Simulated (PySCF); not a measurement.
These are PBE-D3(BJ)/def2-TZVP // B3LYP-D3(BJ)/def2-TZVP in PySCF 2.14.0 values and carry that method's errors. Isolated molecules, 0 K electronic values unless said otherwise. One relaxed conformer stands for a flexible species; it need not be the lowest. Excitations are Tamm–Dancoff values on a coarser integration grid. The basis has no diffuse functions, so Rydberg states are missing or too high.

Reference species (SMILES): `[Cl][In]([Cl])[NH2]` (neutral, multiplicity 1).

- LUMO = -3.11 eV
- HOMO = -6.74 eV
- T1 excitation (TDA) = 3.35 eV

Changed species: `[Cl][In]([Cl])[Cl]` (0 of 3 Cl replaced by NH2; the reference has 1 of 3 Cl replaced by NH2).

**Question.** Give the shifts of the LUMO, HOMO and T1 excitation (TDA).

**Answer.** the LUMO decreases by 0.82 eV, to -3.93 eV; the HOMO falls by 1.27 eV, to -8.01 eV; the T1 excitation (TDA) rises by 0.58 eV, to 3.93 eV.
